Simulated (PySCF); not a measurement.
Compound: C3H12OSi3.
Cartesian coordinates in Å at the GFN2-xTB level; atoms count from 1:
```
atom  x, y, z in Å
C1     1.8635   -1.5461    0.3830
C2     1.7617   -0.2428    0.1863
C3     1.2552    0.3875   -1.0593
Si4   -0.5475    1.0035   -0.8028
Si5   -0.7463    2.3716    1.0418
O6    -1.4892   -0.3017   -0.5557
Si7   -1.8545   -1.8244   -0.1433
H8     2.2090   -1.9604    1.3148
H9     1.6139   -2.2544   -0.3902
H10    2.0197    0.4466    0.9822
H11    1.8886    1.2316   -1.3344
H12    1.2816   -0.3320   -1.8786
H13   -1.0257    1.5029   -2.1015
H14    0.3250    3.3771    1.0671
H15   -0.6650    1.6697    2.3299
H16   -2.0049    3.1252    1.0757
H17   -3.3147   -1.8483   -0.1691
H18   -1.3071   -2.0753    1.1882
H19   -1.2731   -2.7210   -1.1415
```

PySCF, density fitting, gas phase, GFN2-xTB geometry. The standard run uses grid level 2 after a coarse-grid start, the def2-universal JK fitting basis (with tight functions added where the orbital basis needs them), an energy threshold of 1e-9 Eh and DIIS. Cycle counts include a coarse-grid stage where the run had one.

Task: Standard PBE0/pcSseg-1: E = -1064.626928 Eh, HOMO -7.148 eV, LUMO -0.310 eV, dipole 0.644 D, 13 cycles (coarse-grid cycles included). What changes at PBE0/pcSseg-1 with: grid level 3?

Result: E = -1064.626941 Eh (-0.013 mEh), HOMO -7.149 eV (-0.001), LUMO -0.310 eV (0.000), dipole 0.645 D (+0.001), 13 SCF cycles. The result matches the standard run within 0.02 mEh and 0.003 eV.

The cycles:
```
cycle   1  E = -1064.4488721481  dE =  5.053e-01  |g| = 8.213e-01  |ddm| = 3.876e+00
cycle   2  E = -1064.2361606454  dE =  2.127e-01  |g| = 1.329e+00  |ddm| = 1.953e+00
cycle   3  E = -1064.5736413124  dE = -3.375e-01  |g| = 1.278e-01  |ddm| = 1.462e+00
cycle   4  E = -1064.5767813561  dE = -3.140e-03  |g| = 4.775e-02  |ddm| = 1.598e-01
cycle   5  E = -1064.5773662198  dE = -5.849e-04  |g| = 7.754e-03  |ddm| = 4.956e-02
cycle   6  E = -1064.5773797902  dE = -1.357e-05  |g| = 2.751e-03  |ddm| = 1.165e-02
cycle   7  E = -1064.5773814531  dE = -1.663e-06  |g| = 1.080e-03  |ddm| = 3.102e-03
cycle   8  E = -1064.6269244405  dE = -2.600e-05  |g| = 8.990e-03  |ddm| = 2.555e-02
cycle   9  E = -1064.6269084336  dE =  1.601e-05  |g| = 1.289e-02  |ddm| = 1.684e-02
cycle  10  E = -1064.6269407417  dE = -3.231e-05  |g| = 1.290e-03  |ddm| = 1.058e-02
cycle  11  E = -1064.6269410884  dE = -3.467e-07  |g| = 1.728e-04  |ddm| = 1.314e-03
cycle  12  E = -1064.6269410955  dE = -7.098e-09  |g| = 4.428e-05  |ddm| = 2.230e-04
cycle  13  E = -1064.6269410960  dE = -4.200e-10  |g| = 1.834e-05  |ddm| = 6.650e-05
```
